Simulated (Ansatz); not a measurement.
Ge14H20⁺, a nanocrystal cut from cubic germanium. Total charge 1; doublet. Geometry PBE-D4/def2-SVP, that of the neutral singlet; atoms count from 1.

Cartesian coordinates in Å:
```
Ge 2.2244 -2.2925 1.8334
Ge -0.8376 3.5792 -0.2806
Ge -0.6951 0.4429 2.1878
Ge 2.0763 0.8702 -0.6423
Ge 1.2577 -2.8203 -2.0054
Ge -1.6605 -0.0832 -1.6434
Ge -1.5256 -3.2464 0.8292
Ge 1.5235 3.2479 -0.8316
Ge 1.6665 0.0839 1.6420
Ge 0.8362 -3.5794 0.2826
Ge -1.2584 2.8186 2.0069
Ge -2.2255 2.2917 -1.8313
Ge -2.0721 -0.8674 0.6414
Ge 0.7013 -0.4429 -2.1880
H 1.9785 -2.7740 3.2946
H 3.7313 -2.5080 1.5016
H -1.1925 5.0949 -0.3991
H -0.9606 -0.0497 3.6463
H 3.5833 0.6534 -0.9923
H 2.7563 -3.0392 -2.3706
H 0.3918 -3.6416 -3.0069
H -2.5422 -0.9123 -2.6310
H -1.8123 -3.7403 2.2787
H -2.4182 -4.0695 -0.1470
H 2.4181 4.0756 0.1389
H 1.8041 3.7383 -2.2835
H 2.5485 0.9113 2.6308
H 1.1902 -5.0953 0.4017
H -0.3992 3.6442 3.0105
H -2.7591 3.0297 2.3686
H -3.7321 2.5001 -1.4937
H -1.9862 2.7784 -3.2918
H -3.5785 -0.6456 0.9907
H 0.9674 0.0472 -3.6473
```

Single mean-field runs in def2-TZVP are fitted with def2-universal-jkfit.

**Question.** Estimate the Mulliken populations of the heavy atoms from the PBE0/def2-TZVP orbitals of Ansatz.

**Answer.** 
| atom | charge (e) | spin (α − β) |
| --- | --- | --- |
| Ge1 | 0.05 | 0.07 |
| Ge2 | -0.19 | 0.00 |
| Ge3 | -0.09 | 0.06 |
| Ge4 | -0.09 | 0.06 |
| Ge5 | 0.05 | 0.07 |
| Ge6 | -0.09 | 0.06 |
| Ge7 | 0.05 | 0.07 |
| Ge8 | 0.05 | 0.07 |
| Ge9 | -0.09 | 0.06 |
| Ge10 | -0.19 | 0.00 |
| Ge11 | 0.05 | 0.07 |
| Ge12 | 0.05 | 0.07 |
| Ge13 | -0.09 | 0.06 |
| Ge14 | -0.09 | 0.06 |
Mulliken values depend strongly on the basis.

**Question.** Where does the spin sit?

**Answer.** Summed by element: Ge 0.77, H 0.23, of 1 unpaired in all. Largest on single atoms: Ge7 0.07, Ge8 0.07, Ge11 0.07.

**Question.** And the Mayer bond orders between heavy atoms (over 0.3)?

**Answer.** Ge1–Ge9 0.76 (2.45 Å); Ge1–Ge10 0.85 (2.45 Å); Ge2–Ge8 0.85 (2.45 Å); Ge2–Ge11 0.85 (2.45 Å); Ge2–Ge12 0.85 (2.45 Å); Ge3–Ge9 0.84 (2.45 Å); Ge3–Ge11 0.76 (2.45 Å); Ge3–Ge13 0.84 (2.45 Å); Ge4–Ge8 0.76 (2.45 Å); Ge4–Ge9 0.84 (2.45 Å); Ge4–Ge14 0.84 (2.45 Å); Ge5–Ge10 0.85 (2.45 Å); Ge5–Ge14 0.76 (2.45 Å); Ge6–Ge12 0.76 (2.45 Å); Ge6–Ge13 0.84 (2.45 Å); Ge6–Ge14 0.84 (2.45 Å); Ge7–Ge10 0.85 (2.45 Å); Ge7–Ge13 0.76 (2.45 Å).
